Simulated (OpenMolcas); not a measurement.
**Computed levels of Au I**

```json
{"Program": "OpenMolcas 26.06", "Method": "SS-CASPT2, IPEA 0.25 Eh, imaginary shift 0.1 Eh (closed shells correlated: 5s 5p)", "Basis": "ANO-RCC-VQZP [9s8p6d4f2g1h]", "Scalar Hamiltonian": "DKH2, point nucleus", "Active space": "11 electrons in 6 orbitals (5d 6s)", "State averaging": "2S+1 = 2 even, 6 roots", "Spin-orbit coupling": "state interaction with AMFI integrals over the reference wave functions, term energies averaged over their components"}
```

Spin-free terms above the lowest, with the occupations of the reference:

```tsv
Configuration	Term	E (cm⁻¹)	Occupations
5d¹⁰ 6s	²S	0.0	5d 10.00 6s 1.00
5d⁹ 6s²	²D	12360	5d 9.00 6s 2.00
```

With spin-orbit coupling, above the lowest level:

| Configuration | Term | J | E (cm⁻¹) | Measured (cm⁻¹) | Term weight % |
| --- | --- | --- | --- | --- | --- |
| 5d¹⁰ 6s | ²S | 1/2 | 0.0 | 0.0 | 100 |
| 5d⁹ 6s² | ²D | 5/2 | 7460 | 9161 | 100 |
| 5d⁹ 6s² | ²D | 3/2 | 19700 | 21435 | 100 |

Against the 2 measured excited levels shown (NIST Handbook of Basic Atomic Spectroscopic Data) the mean absolute deviation is 1700 cm-1; the largest miss in energy is 5d⁹ 6s² ²D_3/2: computed 19700, measured 21435 cm⁻¹ (-8.1 %), and the largest in proportion 5d⁹ 6s² ²D_5/2 (-18.5 %).

CASPT2 does not keep the components of a term degenerate, so their means are used; among the terms shown or strongly mixed into the levels shown the widest spread is 400 cm-1 (5d⁹ 6s² ²D). A single d shell beside an s shell can misplace configurations of different d count against each other. Measured partners are found by configuration, term and J. A level has none where our copy of the source lacks it or the pairing is in doubt (some pairs that miss far off the trend of their configuration count as doubtful), and it then counts in no deviation. Levels of configurations outside the active space are missing.

The term weight is that of the spin-free term in the level, not the purity of its configuration.
